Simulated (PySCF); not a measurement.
# FTeN, singlet: computed properties

All numbers come from PBE0 in PySCF with Te def2-TZVP with ECP28, N def2-TZVP, F def2-TZVP; scalar-relativistic core potentials, no spin–orbit coupling; density-fitted integrals.

The structure is a minimum.

```xyz
3
charge 0 multiplicity 1, angstrom
Te   -0.0597    0.0000   -0.2208
N    -1.5082    0.0000    0.8293
F     1.5204    0.0000    0.9028
```

* Point group: Cs
* Bond lengths: Te–F 1.939 Å, Te–N 1.789 Å
* Bond angles: F–Te–N 108.6°
* Principal quadrupole moments (Buckingham, traceless) about the centre of mass: -7.70, 1.17, 6.54 D Å
* Principal polarisabilities: 26.7, 34.6, 51.3 bohr³
* Enthalpy at 298.15 K above 0 K: 11.83 kJ/mol
* Highest occupied level: -8.04 eV
* Heat capacity Cp at 298.15 K: 47.1 J/(mol K)
* Lowest empty level: -3.80 eV
* Zero-point energy: 10.6 kJ/mol
* Dipole moment: 3.64 D
* Rotational constants: 0.5772, 0.2148, 0.1566 cm⁻¹
* Entropy at 298.15 K and 1 bar: 282.8 J/(mol K)
* Rotational symmetry number: 1
* Atomisation energy without zero-point energy: 607 kJ/mol

Harmonic modes (masses in u: Te 129.906, N 14.003, F 18.998):
| symmetry | ω (cm⁻¹) | IR (km/mol) | type |
| --- | --- | --- | --- |
| a' | 235 | 12.1 | bend |
| a' | 564 | 117 | stretch |
| a' | 967 | 3.7 | stretch |

Charges (e):
```csv
atom,Mulliken,Löwdin,polar tensor,Mayer order to Te1
Te1,0.86,0.84,0.94,–
N2,-0.44,-0.49,-0.29,2.59
F3,-0.42,-0.35,-0.65,0.78
```

Mulliken populations on Te1 (electrons outside its core potential): s 3.89, p 8.87, d 10.29, f 0.09.

Counting electrons, tellurium keeps 2 of its valence electrons outside its bonds, so the VSEPR class is AX2E1 and the expected shape is bent; with unlike ligands the computed point group is Cs.

This need not be the most stable arrangement of these atoms.

The final relaxation and frequency run took of the order of 70 core-seconds on a shared host.
